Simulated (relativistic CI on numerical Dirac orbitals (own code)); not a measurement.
**Ni+ in a cubic cluster: 3p photoemission with charge transfer**

Computed with a charge-transfer multiplet model of a cubic metal-ligand cluster with up to one ligand hole, Slater and spin-orbit integrals from Dirac-Coulomb-Breit ions, Slater integrals scaled by 0.9. The ground state mixes d9 with configurations of k ligand holes L, whose averages lie at kΔ + k(k − 1)U_dd/2; a core hole lowers each added d electron by U_cd. 300 K, Lorentzian 0.9 eV and Gaussian 0.8 eV FWHM.

Atomic integrals in eV (Slater integrals scaled, ζ unscaled), ground: F2dd 10.953, F4dd 6.797, zeta_d 0.072; with the core hole: F2dd 10.953, F4dd 6.797, zeta_d 0.080, zeta_core 1.430, F2cd 12.221, G1cd 15.140, G3cd 9.159.

Cluster parameters (eV): Δ = 4.1, U_dd = 7.3, U_cd = 9.1, 10Dq = 0.95, 10Dq(ligand) = 0.3, final-state hopping factor = 1.

Weights, n_d and S are thermal averages at 300 K. Binding energies count from the first peak over 30 % of the highest in each spectrum, which can be another peak from case to case. The parameters are a model scan and need not match a compound or its usual spin state. Peaks in eV (height, largest 100): 0.0 (100), 2.2 (52), 8.7 (34), 15.3 (20).

**Question.** Which parameters give this spectrum?
A. V(eg) = 1.85 eV, V(t2g) = -0.92 eV
B. V(eg) = 2.45 eV, V(t2g) = -1.22 eV
C. V(eg) = 1.55 eV, V(t2g) = -0.77 eV
D. V(eg) = 1.25 eV, V(t2g) = -0.62 eV
E. V(eg) = 0.95 eV, V(t2g) = -0.47 eV

**Answer.** B. V(eg) = 2.45 eV, V(t2g) = -1.22 eV; the ground state then has 9.16 d electrons and S = 0.50. The choice follows from running the model for each set and comparing peak positions and heights.
